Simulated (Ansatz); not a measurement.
Consider the ligand exchange at a Mg–O bond: `C[O][Mg][OH]` + `O[SiH3]` → `[OH][Mg][O][SiH3]` + CH₃OH.

Isolated molecules relaxed with PBE0-D4/def2-TZVP in Ansatz; ΔE leaves out vibrations. CCSD(T)/CBS is the MP2 limit (def2-TZVPP, def2-QZVPP) plus CCSD(T) − MP2 in def2-TZVPP, frozen cores. This one scheme is used for every species. DFT in def2-TZVPP. HSE06 is defined as in plane-wave codes. For Mg outer-core shells are correlated without core-valence functions, which leaves a few kJ/mol of doubt a bond. One conformer a species, not always the lowest.

`C[O][Mg][OH]`:

Cartesian coordinates in Å:
```
C -1.079 0.044 1.370
O -0.229 0.021 0.289
Mg 0.856 0.004 -1.093
O 1.938 0.067 -2.486
H -1.393 1.067 1.622
H -0.608 -0.379 2.269
H -1.994 -0.537 1.183
H 2.510 -0.286 -3.154
```

`O[SiH3]`:

Z-matrix (Å, degrees):
```
Si
O 1 1.648
H 1 1.489 2 111.7
H 1 1.489 2 111.7 3 120.9
H 1 1.481 2 105.9 3 -119.6
H 2 0.957 1 117.9 3 -60.5
```

`[OH][Mg][O][SiH3]`:

```xyz
8

O    -2.750   -0.740    1.725
Mg   -1.289   -0.360    0.830
O     0.165    0.058   -0.125
Si    1.476    0.433   -0.982
H    -3.363   -1.070    2.367
H     2.460    1.202   -0.164
H     2.170   -0.791   -1.481
H     1.130    1.268   -2.170
```

CH₃OH:

```xyz
6

C     0.304    0.114   -0.146
O    -0.710    0.017    0.827
H     1.045    0.819    0.232
H    -0.071    0.495   -1.104
H     0.807   -0.845   -0.323
H    -1.375   -0.599    0.515
```

Is it downhill or uphill in electronic energy at CCSD(T)/CBS, and by how much? (Best estimate.)

Ansatz gave: Downhill: ΔE = -41.5 kJ/mol.

What do these levels give: PBE-D4, r2SCAN-D4, r2SCAN0-D4, ωB97M-V, PBE-QIDH, BLYP, PBE0, HSE06, RPA@PBE/def2-TZVPP, HF/def2-SVP, CCSD/def2-SVP, CCSD(T)/def2-TZVPP? (Best estimate.)

Ansatz gave: PBE-D4 -34.8, r2SCAN-D4 -37.9, r2SCAN0-D4 -39.2, ωB97M-V -37.7, PBE-QIDH -39.7, BLYP -33.9, PBE0 -37.2, HSE06 -37.2, RPA@PBE/def2-TZVPP -41.5, HF/def2-SVP -41.8, CCSD/def2-SVP -39.1, CCSD(T)/def2-TZVPP -41.2 kJ/mol.

Largest T1 diagnostic among the species: 0.011.

Leaving LDA and LC-ωPBE aside and taking each functional with its dispersion term where it has one, the values, not all of them listed here, spread over 6.1 kJ/mol, from B97M-V to BLYP-D4. From BLYP to BHLYP (50 % exact exchange), in def2-TZVPP and without D4, ΔE moves by −4.6 kJ/mol.
